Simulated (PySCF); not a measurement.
# Ionisation energy along the 45-electron series

Calculated with PySCF 2.14 and a two-component X2C-1e Hamiltonian (Gaussian nucleus, no Breit or QED terms), each ion in its own even-tempered basis scaled to its charge; GMP2 freezes [Ar] 3d10 and drops the highest virtual spinors. Values in eV. NIST values: (m) measured, (s) semi-empirical, (t) theoretical.

```
  ion  configuration  GHF (screened spin-orbit)  GMP2 (screened spin-orbit)            NIST
Lu²⁶⁺       [Kr] 4d9                     984.52                      984.98     985 ± 4 (t)
 W²⁹⁺       [Kr] 4d9                     1174.4                      1174.9  1180 ± 1.4 (s)
Re³⁰⁺       [Kr] 4d9                     1241.3                      1241.8    1242 ± 4 (t)
```

Between Z = 71 and Z = 75 the GMP2 (screened spin-orbit) value grows as Z to the power 4.23.
